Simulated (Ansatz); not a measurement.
C$_{2}$H$_{5}$NOSSi, SMILES `O[SiH2]N1C=C1S`, relaxed with RKS PBE0-D4/def2-TZVP in Ansatz 0.2.0 from a PBE-D4/def2-SVP geometry. The force threshold is 0.005 eV/Å; the program also tests the step.

Total charge 0; spin multiplicity 1.

Start:

```xyz
11

O     0.016    2.096    0.384
Si    0.853    0.998   -0.589
N     0.072   -0.585   -0.847
C    -1.443   -0.766   -0.706
C    -0.707   -1.250    0.251
S    -0.403   -1.876    1.815
H    -0.042    1.838    1.322
H     2.216    0.669   -0.034
H     0.955    1.656   -1.929
H    -2.357   -0.407   -1.180
H     0.839   -2.371    1.512
```

| step | energy (eV) | largest force (eV/Å) | largest move (Å) |
| --- | --- | --- | --- |
| 1 | -24392.8965 | 1.192 | 0.000 |
| 2 | -24392.9715 | 0.621 | 0.031 |
| 3 | -24392.9886 | 0.107 | 0.029 |
| 4 | -24392.9901 | 0.117 | 0.052 |
| 5 | -24392.9910 | 0.022 | 0.010 |
| 6 | -24392.9911 | 0.015 | 0.005 |
| 7 | -24392.9912 | 0.012 | 0.007 |
| 8 | -24392.9912 | 0.010 | 0.011 |
| 9 | -24392.9912 | 0.006 | 0.004 |
| 10 | -24392.9912 | 0.003 | 0.001 |

End:

```xyz
11

O     0.015    2.053    0.363
Si    0.838    0.985   -0.587
N     0.074   -0.567   -0.833
C    -1.420   -0.746   -0.680
C    -0.700   -1.229    0.256
S    -0.404   -1.889    1.789
H    -0.015    1.880    1.305
H     2.179    0.686   -0.016
H     0.942    1.635   -1.912
H    -2.321   -0.427   -1.167
H     0.813   -2.381    1.482
```

Run time 54 s (4 threads of an Arm Neoverse V2 on a shared host); peak host memory 0.62 GiB.
